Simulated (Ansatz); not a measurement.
A run of Ansatz (development build ahead of 0.2.0) on singlet H12 at this shape:

```tsv
atom	x (Å)	y (Å)	z (Å)
H	1.8998	0.0006	0.3702
H	0.9492	1.6445	0.3700
H	-0.9507	1.6453	0.3700
H	-1.8998	-0.0007	0.3691
H	-0.9496	-1.6460	0.3693
H	0.9498	-1.6446	0.3702
H	1.9002	0.0006	-0.3694
H	0.9500	1.6448	-0.3691
H	-0.9493	1.6452	-0.3692
H	-1.9001	0.0007	-0.3700
H	-0.9509	-1.6448	-0.3708
H	0.9501	-1.6456	-0.3706
```

Its results:

| Property | Result |
| --- | --- |
| Converged | yes |
| Total energy | -6.64958 hartree |
| Spin squared of the determinant | 0.000 |

Task: Which input gives this output? Name the method, the orbitals and the basis set, and write the input.

Result: RHF in 6-31G. An unrestricted run that stays on the closed shell gives the same numbers.

```yaml
crystal:
  periodic: [false, false, false]
  atoms:
    - { symbol: H, position_ang: [1.89979, 0.00059, 0.37023] }
    - { symbol: H, position_ang: [0.94923, 1.64448, 0.36997] }
    - { symbol: H, position_ang: [-0.95068, 1.64526, 0.37] }
    - { symbol: H, position_ang: [-1.89977, -0.00067, 0.36911] }
    - { symbol: H, position_ang: [-0.94962, -1.64603, 0.36933] }
    - { symbol: H, position_ang: [0.94976, -1.64465, 0.37024] }
    - { symbol: H, position_ang: [1.90023, 0.00057, -0.36942] }
    - { symbol: H, position_ang: [0.95003, 1.64483, -0.36913] }
    - { symbol: H, position_ang: [-0.94927, 1.64523, -0.3692] }
    - { symbol: H, position_ang: [-1.90008, 0.00071, -0.36995] }
    - { symbol: H, position_ang: [-0.95095, -1.64476, -0.37081] }
    - { symbol: H, position_ang: [0.95014, -1.64563, -0.37065] }
basis:
  gaussian: { orbitals: "6-31G" }
hamiltonian:
  xc: hf
```

Caution: no unrestricted run beside it, a lower state can exist.
